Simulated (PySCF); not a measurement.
Excitations are Tamm–Dancoff values on a coarser integration grid. The basis has no diffuse functions, so Rydberg states are missing or too high.

**H$_{2}$Cl$_{2}$Sn, SMILES `[Cl][SnH2][Cl]` (charge 0, multiplicity 1)**

Level of theory: TPSSh-D3(BJ)/def2-TZVP // B3LYP-D3(BJ)/def2-TZVP (PySCF 2.14.0).

| Item | Result |
|---|---|
| HOMO | -8.27 eV |
| dipole moment | 2.63 D |
| LUMO | -1.97 eV |
| HOMO–LUMO gap | 6.30 eV |
| S1 excitation (TDA) | 5.93 eV |
| S1 oscillator strength | 0.038 |
| T1 excitation (TDA) | 5.29 eV |
| S1–T1 gap (TDA) | 0.63 eV |
| total energy | -1135.9724 Ha |
| cost | around 2.3 core-minutes (rough) |

```xyz
5

Cl     1.8919     1.1563    -0.0372
Sn    -0.0032    -0.2117     0.0093
Cl    -1.8564     1.2111    -0.0672
H     -0.0054    -1.1424    -1.4125
H     -0.0269    -1.0133     1.5075
```
